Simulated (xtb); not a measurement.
C6H7, doublet, at a GFN2-xTB geometry, atoms displaced at random by about 0.1 Å a coordinate; GFN1-xTB with ALPB(hexane) in xtb.

Here is a job for xtb.
```
$ xtb mol.xyz --gfn 1 --uhf 1 --opt --alpb hexane --json

# file mol.xyz
13

C      0.08006088    -1.37889687    -0.22043258
C      1.19311202    -1.02689013    -0.13293093
C      1.47877085     0.56723927    -0.28870221
C      0.27186770     1.27260578    -0.04332682
C     -0.90897500     0.79284780     0.44282967
C     -1.28136422    -0.66562826    -0.10890306
H      1.92238409    -1.61641079    -0.39369272
H      2.24238709     0.89874736    -0.58897251
H      0.39403270     2.39606053     0.25786434
H     -1.79740633     1.35728923     0.41129948
H     -0.94773180     0.57789213     1.55956156
H     -1.64889343    -0.52667891    -1.10716419
H     -1.90902002    -1.37213085     0.42561920
```

What does xtb print? Leave out banner, timings and long lists.


```
   ID    Z sym.   atoms
    1    6 C      1-6
    2    1 H      7-13

           -------------------------------------------------
          |                Calculation Setup                |
           -------------------------------------------------

           -------------------------------------------------
          |                 G F N 1 - x T B                 |
           -------------------------------------------------

      * Solvation model:               ALPB
        Solvent                        hexane
        Parameter file                 internal GFN1-xTB/ALPB
        Dielectric constant                1.8800E+00
        Reference state                gsolv [1 M gas/solution]
        Free energy shift                  4.1595E-03 Eh       2.6101E+00 kcal/mol
        Temperature                        2.9815E+02 K
        Density                            6.6000E-01 kg/L
        Solvent mass                       8.6180E+01 g/mol
        Interaction kernel             P16
        Born radius scaling (c1)           1.4775E+00
        Born radii integrator          GBOBC
        Born offset                        0.0000E+00 a0       0.0000E+00 AA
        H-bond correction              false
        Ion screening                  false
        Surface tension                    1.0000E-05 Eh       1.5569E+01 dyn/cm
        Grid points                               230 per atom

          ...................................................
          :                      SETUP                      :
          :.................................................:
          :  # basis functions                  38          :
          :  # atomic orbitals                  38          :
          :  # shells                           26          :
          :  # electrons                        31          :
          :  # halogen bonds                     0          :
          :  max. iterations                   250          :
          :  Hamiltonian                  GFN1-xTB          :
          :  restarted?                      false          :
          :  GBSA solvation                   true          :
          :  PC potential                    false          :
          :  electronic temp.          300.0000000     K    :
          :  accuracy                    1.0000000          :
          :  -> integral cutoff          0.2500000E+02      :
          :  -> integral neglect         0.1000000E-07      :
          :  -> SCF convergence          0.1000000E-05 Eh   :
          :  -> wf. convergence          0.2000000E-04 e    :
          :  Broyden damping             0.4000000          :
          :  net charge                          0          :
          :  unpaired electrons                  1          :
          ...................................................

 iter      E             dE          RMSdq      gap      omega  full diag
   1    -16.5895640 -0.165896E+02  0.914E+00    1.75       0.0  T
   2    -16.6050985 -0.155345E-01  0.552E+00    1.64       1.0  T
   3    -16.6025007  0.259785E-02  0.728E-01    1.68       1.0  T
   4    -16.6064638 -0.396318E-02  0.193E-01    1.64       1.0  T
   5    -16.6067730 -0.309143E-03  0.150E-02    1.64       1.8  T
   6    -16.6067738 -0.781542E-06  0.308E-03    1.64       9.0  T
   7    -16.6067738 -0.301144E-07  0.118E-03    1.64      23.4  T
   8    -16.6067738 -0.525423E-08  0.161E-04    1.64     172.5  T
   9    -16.6067738 -0.125258E-09  0.329E-05    1.64     842.9  T

   *** convergence criteria satisfied after 9 iterations ***

         :::::::::::::::::::::::::::::::::::::::::::::::::::::
         ::                     SUMMARY                     ::
         :::::::::::::::::::::::::::::::::::::::::::::::::::::
         :: total energy             -16.195400148120 Eh    ::
         :: total w/o Gsasa/hb       -16.190133734814 Eh    ::
         :: gradient norm              0.597759233249 Eh/a0 ::
         :: HOMO-LUMO gap              1.642130646319 eV    ::
         ::.................................................::
         :: SCC energy               -16.606773788282 Eh    ::
         :: -> electrostatic           0.001739886951 Eh    ::
         :: -> Gsolv                  -0.006041029038 Eh    ::
         ::    -> Gelec               -0.000774615732 Eh    ::
         ::    -> Gsasa               -0.009425902010 Eh    ::
         ::    -> Ghb                  0.000000000000 Eh    ::
         ::    -> Gshift               0.004159488704 Eh    ::
         :: repulsion energy           0.416385662228 Eh    ::
         :: dispersion energy         -0.005012022066 Eh    ::
         :: halogen bond corr.         0.000000000000 Eh    ::
         :: add. restraining           0.000000000000 Eh    ::
         :: total charge              -0.000000000000 e     ::
         :::::::::::::::::::::::::::::::::::::::::::::::::::::

      -----------------------------------------------------------
     |                   =====================                   |
     |                        A N C O P T                        |
     |                   =====================                   |
     |               Approximate Normal Coordinate               |
     |                Rational Function Optimizer                |
      -----------------------------------------------------------
      -----------------------------------------------------------
     |                   =====================                   |
     |                        A N C O P T                        |
     |                   =====================                   |
     |               Approximate Normal Coordinate               |
     |                Rational Function Optimizer                |
      -----------------------------------------------------------

          ...................................................
          :                      SETUP                      :
[...]
 * total energy  :   -16.3273442 Eh     change       -0.2114260E-01 Eh
 * total energy  :   -16.3297930 Eh     change       -0.2448817E-02 Eh
 * total energy  :   -16.3300376 Eh     change       -0.2446539E-03 Eh
 * total energy  :   -16.3302826 Eh     change       -0.2449370E-03 Eh
 * total energy  :   -16.3303656 Eh     change       -0.8303589E-04 Eh
 * total energy  :   -16.3304330 Eh     change       -0.6736600E-04 Eh
 * total energy  :   -16.3304686 Eh     change       -0.3564055E-04 Eh
 * total energy  :   -16.3304798 Eh     change       -0.1121494E-04 Eh
 * total energy  :   -16.3304859 Eh     change       -0.6045329E-05 Eh
 * total energy  :   -16.3304907 Eh     change       -0.4857545E-05 Eh
 * total energy  :   -16.3304948 Eh     change       -0.4037866E-05 Eh
 * total energy  :   -16.3304970 Eh     change       -0.2190106E-05 Eh
   *** GEOMETRY OPTIMIZATION CONVERGED AFTER 14 ITERATIONS ***
         :: total energy             -16.330496965347 Eh    ::
[...]
         :: HOMO-LUMO gap              2.317147988985 eV    ::
         ::.................................................::
         :: SCC energy               -16.603031138041 Eh    ::
         :: -> electrostatic           0.001416820452 Eh    ::
         :: -> Gsolv                  -0.006028625814 Eh    ::
         ::    -> Gelec               -0.000704071498 Eh    ::
         ::    -> Gsasa               -0.009484043021 Eh    ::
         ::    -> Ghb                  0.000000000000 Eh    ::
         ::    -> Gshift               0.004159488704 Eh    ::
         :: repulsion energy           0.277507766520 Eh    ::
         :: dispersion energy         -0.004973593826 Eh    ::
         :: halogen bond corr.         0.000000000000 Eh    ::
         :: add. restraining           0.000000000000 Eh    ::
         :: total charge              -0.000000000000 e     ::
         :::::::::::::::::::::::::::::::::::::::::::::::::::::

           -------------------------------------------------
          |                Property Printout                |
           -------------------------------------------------

    * Orbital Energies and Occupations

         #    Occupation            Energy/Eh            Energy/eV
      -------------------------------------------------------------
         1        2.0000           -0.6636682             -18.0593
       ...           ...                  ...                  ...
         4        2.0000           -0.6167849             -16.7836
         5        2.0000           -0.5956578             -16.2087
         6        2.0000           -0.5697329             -15.5032
         7        2.0000           -0.5590716             -15.2131
         8        2.0000           -0.5378619             -14.6360
         9        2.0000           -0.5259611             -14.3121
        10        2.0000           -0.5099236             -13.8757
        11        2.0000           -0.5050989             -13.7444
        12        2.0000           -0.4891895             -13.3115
        13        2.0000           -0.4702041             -12.7949
        14        2.0000           -0.4687995             -12.7567
        15        2.0000           -0.4015728             -10.9274
        16        1.0000           -0.3541929              -9.6381 (HOMO)
        17                         -0.2690392              -7.3209 (LUMO)
        18                         -0.1751088              -4.7650
        19                         -0.1171831              -3.1887
        20                         -0.1081037              -2.9417
        21                         -0.0967754              -2.6334
        22                         -0.0897260              -2.4416
        23                         -0.0796177              -2.1665
        24                         -0.0667560              -1.8165
        25                         -0.0477124              -1.2983
        26                          0.0715735               1.9476
        27                          0.1047504               2.8504
       ...                                ...                  ...
        38                          0.7045784              19.1726
      -------------------------------------------------------------
                  HL-Gap            0.0851536 Eh            2.3171 eV
             Fermi-level           -0.3447494 Eh           -9.3811 eV

  Mulliken/CM5 charges         n(s)   n(p)   n(d)
     1C    -0.07296 -0.08518   1.211  2.862  0.000
     2C    -0.04524 -0.09791   1.053  2.992  0.000
     3C    -0.02683 -0.08296   1.065  2.962  0.000
     4C    -0.04487 -0.10479   1.066  2.979  0.000
     5C    -0.03244 -0.13616   1.033  3.000  0.000
     6C    -0.02334 -0.12439   1.027  2.996  0.000
     7H     0.03316  0.08895   0.967  0.000  0.000
     8H     0.03418  0.08979   0.966  0.000  0.000
     9H     0.03583  0.09131   0.964  0.000  0.000
    10H     0.03511  0.08963   0.965  0.000  0.000
    11H     0.03730  0.09203   0.963  0.000  0.000
    12H     0.03532  0.09013   0.965  0.000  0.000
    13H     0.03478  0.08954   0.965  0.000  0.000

Wiberg/Mayer (AO) data.
largest (>0.10) Wiberg bond orders for each atom

 ---------------------------------------------------------------------------
     #   Z sym  total        # sym  WBO       # sym  WBO       # sym  WBO
 ---------------------------------------------------------------------------
     1   6 C    3.340 --     2 C    1.935     6 C    1.085     4 C    0.109
     2   6 C    3.989 --     1 C    1.935     3 C    1.019     7 H    0.959
     3   6 C    3.986 --     4 C    1.870     2 C    1.019     8 H    0.967
     4   6 C    3.994 --     3 C    1.870     5 C    1.021     9 H    0.964
                             1 C    0.109
     5   6 C    3.993 --     4 C    1.021    10 H    0.970    11 H    0.963
                             6 C    0.947
     6   6 C    3.995 --     1 C    1.085    13 H    0.961    12 H    0.958
                             5 C    0.947
     7   1 H    1.011 --     2 C    0.959
     8   1 H    1.004 --     3 C    0.967
     9   1 H    1.002 --     4 C    0.964
    10   1 H    1.009 --     5 C    0.970
    11   1 H    1.007 --     5 C    0.963
    12   1 H    1.012 --     6 C    0.958
    13   1 H    1.018 --     6 C    0.961
 ---------------------------------------------------------------------------

Topologies differ in total number of bonds
Writing topology from bond orders to xtbtopo.mol

 dipole moment from electron density (au)
     X       Y       Z
  -0.2315   0.4925   0.1119  total (Debye):    1.412

optimized geometry written to: xtbopt.xyz

           -------------------------------------------------
          | TOTAL ENERGY              -16.330496965347 Eh   |
          | GRADIENT NORM               0.000574448849 Eh/α |
          | HOMO-LUMO GAP               2.317147988985 eV   |
           -------------------------------------------------
```
